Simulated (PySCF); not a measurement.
**Structure elucidation problem**

An unknown has the formula C8H13FSi. Its calculated NMR data are:

¹H NMR (400 MHz, computed): δ 6.21 (m, 1H), 5.01 (m, 2H), 4.46 (m, 2H), 2.35 (q, 2H), 2.28 (s, 3H), 1.22 (t, 3H).

¹³C{¹H} NMR (computed): δ 157.3 (C), 132.0 (CH), 104.0 (C), 86.3 (C), 78.8 (CH2), 41.1 (CH2), 17.3 (CH3), 5.7 (CH3).

Computational details: shielding tensors at PBE0/pcSseg-1 (GIAO), GFN2-xTB structure, in PySCF 2.14 (isolated molecule, no relativistic terms, fast rotation and ring inversion assumed for equivalent nuclei, one computed conformer).

Chemical shifts δ = σref − σ; ¹H (σref 31.72) and ¹³C (σref 186.93) vs TMS, all at this level.

Task: Which of these isomers gave the spectra?
A. CC#C/C(=C\[SiH2]CF)CC
B. C=C(C)[C@@H]1[SiH2]/C(=C\C)[C@H]1F
C. C/C=C1\[SiH2][C@@H](C2CC2)[C@@H]1F

Result: A. 

1. The formula gives 3 degrees of unsaturation (no ring in the answer).
2. 8 carbon signals for 8 carbons: no two carbons are equivalent.
3. Carbon types of the structure: 3 × C, 1 × CH, 2 × CH2, 2 × CH3, leaving 2 H on heteroatoms.
4. δC 157.3: fully substituted alkene carbon; as expected for a trigonal carbon in a double bond.
5. δC 132.0: alkene CH; the olefinic region.
6. δC 104.0, 86.3: alkyne carbon; the triple bond shields along its axis, which puts it between sp3 and sp2 carbons.
7. δC 78.8: sp3 CH2 bonded to F and Si; the inductive effect lowers its shielding.
8. δC 41.1: allylic sp3 CH2; aliphatic region, no heteroatom directly attached.

The others: C=C(C)[C@@H]1[SiH2]/C(=C\C)[C@H]1F would give 9 signals for carbon-bound and other non-exchanging H, not 6; C/C=C1\[SiH2][C@@H](C2CC2)[C@@H]1F would give 11 signals for carbon-bound and other non-exchanging H, not 6.

Splittings by ¹⁹F in the carbon and heteronuclear signals aren't shown, as no couplings were computed. Shifts are as computed. Against solution values, carbons near 30 ppm lie about +3 ppm off and those near 130 ppm about +5 ppm. Of 1309 compounds with measured shifts, 239 miss one by over three times the rms of a fit or turn the order of signals round; such compounds aren't used in these exercises. No couplings were computed; multiplicities are counted from neighbouring protons, with m where these are inequivalent, close in shift, in a saturated or five-membered ring or joined by F or P, and br s for small geminal =CH2 splittings.
